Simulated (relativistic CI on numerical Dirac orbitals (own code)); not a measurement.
d1 to d9 in one tetrahedral field

Computed with a parametric ligand-field model without spin-orbit coupling, by exact diagonalisation: B = 550, C = 2420, 10Dq = -5700 cm⁻¹ (Td; |10Dq|/B = 10.4) for every shell. Energies in cm⁻¹; the field energy is (0.6 n_e − 0.4 n_t2) × 10Dq of the ground term; g labels are left out.

| Shell | Ground term | Electrons in e | Field energy | First spin-allowed bands | Lowest term of other spin |
| --- | --- | --- | --- | --- | --- |
| d1 | 2E | 1.000 | -3420 | 2T2 5700 |  |
| d2 | 3A2 | 2.000 | -6840 | 3T2 5700, 3T1 9354 | 1E 8944 |
| d3 | 4T1 | 1.925 | -4133 | 4T2 4990, 4A2 10690 | 2E 5609 |
| d4 | 5T2 | 2.000 | -2280 | 5E 5700 | 3T1 7743 |
| d5 | 6A1 | 2.000 | 0 | none | 4T1 13577 |
| d6 | 5E | 3.000 | -3420 | 5T2 5700 | 3T1 8156 |
| d7 | 4A2 | 4.000 | -6840 | 4T2 5700, 4T1 9354 | 2E 10952 |
| d8 | 3T1 | 3.925 | -4133 | 3T2 4990, 3A2 10690 | 1T2 8451 |
| d9 | 2T2 | 4.000 | -2280 | 2E 5700 |  |

Every shell keeps the spin of the free ion. Tetrahedral fields of 3d complexes are almost always too weak to pair spins. High-spin d^(n+5) repeats the spin-allowed bands of d^n, since the half-filled shell is spherical.
